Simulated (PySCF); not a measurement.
Exercise with solution: chemical shift, span and skew from a shielding tensor

C5H8S, SMILES CC#CCSC. Atoms are numbered in the order given.

```xyz
14

C      3.4854    -0.3913    -1.0162
C      2.0780    -0.0511    -0.8409
C      0.9088     0.2349    -0.6986
C     -0.4955     0.5579    -0.5016
S     -1.1748    -0.3462     0.9560
C     -2.8770     0.2894     0.8843
H      3.6050    -1.4194    -1.3958
H      4.0344    -0.3202    -0.0628
H      3.9737     0.2889    -1.7336
H     -1.0862     0.2845    -1.3932
H     -0.6257     1.6417    -0.3366
H     -3.3715     0.0139    -0.0606
H     -2.9049     1.3837     1.0073
H     -3.4264    -0.1725     1.7169
```
Charge 0, spin multiplicity 1.

The structure is a stationary point at B3LYP-D3(BJ)/def2-SVP. One conformer was computed; it need not be the lowest.

GIAO shieldings from HF/pcSseg-1 in PySCF, non-relativistic, no solvent. The symmetric part of the tensor of C3 has the principal values 23.2, 27.0, 285.6 ppm. The same nucleus in TMS has σ = 192.6 ppm at this level (PySCF, at its B3LYP-D3(BJ)/def2-TZVP geometry).

Question: Work out the isotropic shielding, the ¹³C shift against TMS, the span and the skew.

Answer: 
σ(iso) = (σ11 + σ22 + σ33)/3 = 111.9 ppm. δ = σ(ref) − σ(iso) = 192.6 − (111.9) = 80.7 ppm.
Span Ω = σ33 − σ11 = 262.4 ppm. Skew κ = 3(σ(iso) − σ22)/Ω = 0.97, an axial tensor. Tumbling in solution averages the tensor to δ; in a static solid the shielding alone would spread this spin-1/2 line over Ω.
